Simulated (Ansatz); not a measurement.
This geometry of C₂H₇NO₂Se (13 atoms, charge 0, multiplicity 1) is a first-order saddle point.

Level of theory: RKS B3LYP-D4/def2-SVP in Ansatz 0.2.0.

```xyz
13
Properties=species:S:1:pos:R:3
C -0.057 -1.362 -1.032
O -0.715 -0.201 -0.545
C 0.032 0.559 0.368
N 0.355 -0.111 1.554
O 1.236 1.005 -0.164
Se -1.212 2.135 0.761
H -0.773 -1.876 -1.686
H 0.235 -2.034 -0.208
H 0.848 -1.102 -1.607
H 1.322 -0.174 1.837
H -0.351 -0.645 2.035
H 1.036 1.726 -0.776
H -1.935 2.047 -0.523
```

**Question.** Which two structures does it join? (They come from a converged band through this point; their orientation in space is the band's.)

**Answer.** No bond is made or broken. The height of N4 over the plane of its neighbours goes from -0.32 to 0.35 Å.

First end point:

```xyz
13
Properties=species:S:1:pos:R:3
C -0.012 -1.358 -0.947
O -0.685 -0.182 -0.531
C 0.035 0.639 0.367
N 0.389 0.055 1.612
O 1.222 1.084 -0.198
Se -1.243 2.149 0.758
H -0.679 -1.870 -1.653
H 0.193 -2.035 -0.098
H 0.944 -1.127 -1.447
H 1.263 -0.464 1.557
H -0.362 -0.506 2.002
H 0.996 1.654 -0.946
H -2.043 1.926 -0.462
```

Last end point:

```xyz
13
Properties=species:S:1:pos:R:3
C -0.033 -1.348 -1.131
O -0.620 -0.144 -0.641
C 0.127 0.532 0.316
N 0.352 -0.266 1.465
O 1.373 0.946 -0.128
Se -0.992 2.245 0.652
H -0.709 -1.722 -1.911
H 0.074 -2.099 -0.332
H 0.961 -1.155 -1.565
H 1.002 0.181 2.107
H -0.518 -0.474 1.947
H 1.223 1.593 -0.833
H -2.219 1.677 0.068
```

**Question.** How far does it lie above each of them?

**Answer.** 0.049 eV above the first and 0.122 eV above the second. This is the barrier of this one path; another mechanism may lie lower.

The run took 7.8 min on 2 threads of Intel(R) Xeon(R) CPU @ 2.80GHz (Skylake/Cascade Lake), with other jobs on the host, peak memory 0.45 GiB.
